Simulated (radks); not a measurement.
Task: The mercury ion Hg2+, [Xe] 4f14 5d10. Method: non-relativistic Kohn-Sham, exchange-only LDA, spin-polarised, spherical densities, point nucleus; computed with a radial shooting solver on a logarithmic mesh with Libxc functionals. Every spin shell is full or empty, so the densities are truly spherical. Functionals are evaluated on that one density, not self-consistently. Rank these exchange functionals by their error against the exact value of the orbitals, and give that value: LDA, B88, PBE, PBEsol, revPBE, PW91, WC, B86b, G96, EV93, APBE, SCAN, Tao-Mo.

Result: Exact: -344.573 hartree. From best to worst, with 100 (|E| - |E exact|)/|E exact| (equal figures are ties): B86b +0.01, PW91 +0.05, SCAN +0.06, B88 +0.08, revPBE -0.25, APBE +0.25, PBE -0.33, G96 +0.48, EV93 -0.50, WC -0.61, Tao-Mo -0.82, PBEsol -1.78, LDA -3.79.
